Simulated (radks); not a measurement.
The gadolinium ion Gd25+, 39 electrons, occupied as [Kr] 4d3 (the NIST ground configuration). Calculated with a radial shooting solver on a logarithmic mesh with Libxc functionals: Dirac Kohn-Sham, PBE, spin-unpolarised, spherical densities, point nucleus; open shells are shared between the two j in proportion to 2j + 1.

Unscreened Slater integrals over Kohn-Sham orbitals (hartree). Large and small components are both included.

integral           value
F0(4d5/2,4d5/2)   1.6545
F2(4d5/2,4d5/2)  0.84796
F4(4d5/2,4d5/2)  0.57686
F0(4d5/2,4d3/2)   1.6636
F2(4d5/2,4d3/2)  0.85189
G2(4d5/2,4d3/2)  0.84956
G4(4d5/2,4d3/2)  0.57801
F0(4d5/2,4p3/2)   1.6612
F2(4d5/2,4p3/2)  0.85704
G1(4d5/2,4p3/2)   1.0703
G3(4d5/2,4p3/2)  0.68432
F0(4d5/2,4p1/2)   1.6932
G3(4d5/2,4p1/2)  0.69851
F0(4d3/2,4d3/2)   1.6730
F2(4d3/2,4d3/2)  0.85623
F0(4d3/2,4p3/2)   1.6704
F2(4d3/2,4p3/2)  0.86071
G1(4d3/2,4p3/2)   1.0692
G3(4d3/2,4p3/2)  0.68467
F0(4d3/2,4p1/2)   1.7032
G1(4d3/2,4p1/2)   1.1070
F0(4p3/2,4p3/2)   1.6718
F2(4p3/2,4p3/2)  0.87639
F0(4p3/2,4p1/2)   1.7038
G2(4p3/2,4p1/2)  0.88352
F0(4p1/2,4p1/2)   1.7387
